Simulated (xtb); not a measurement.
CH3ClFIn, SMILES [CH3][In]([Cl])[F]. All values are semi-empirical tight-binding results from xtb (GFN2-xTB unless named), good for trends rather than for accurate numbers. Coordinates come from a GFN2-xTB optimisation.

For metal compounds this method's bond lengths and energies can be far off.

* **orbital gap**: 3.29 eV
* **zero-point energy**: 22.5 kcal/mol
* **G − E(el) at 298.15 K (modified RRHO)**: 1.3 kcal/mol
